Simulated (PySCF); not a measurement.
ClH3SeSi.

```xyz
6

Se     0.7774     0.0868     0.0000
Cl    -0.8375     1.5840     0.0000
Si    -0.6701    -1.6904     0.0000
H      0.2272    -2.8842     0.0000
H     -1.5192    -1.6643    -1.2231
H     -1.5192    -1.6643     1.2231
```

The structure is a stationary point at PBE0-D3(BJ)/def2-SVP.

Calculation: B3LYP/pcSseg-1 in PySCF. Non-relativistic, no solvent.

Computed absolute GIAO shielding of each atom: isotropic value and principal components (ppm):
```csv
atom,σ(iso),σ11,σ22,σ33,span
Se1,820.7,-864.3,751.6,2574.9,3439.2
Cl2,1034.6,808.2,1119.3,1176.3,368.1
Si3,380.9,322.9,375.9,443.8,120.9
H4,26.6,23.3,23.8,32.6,9.4
H5,26.5,22.5,25.0,32.1,9.6
H6,26.5,22.5,25.0,32.1,9.6
```
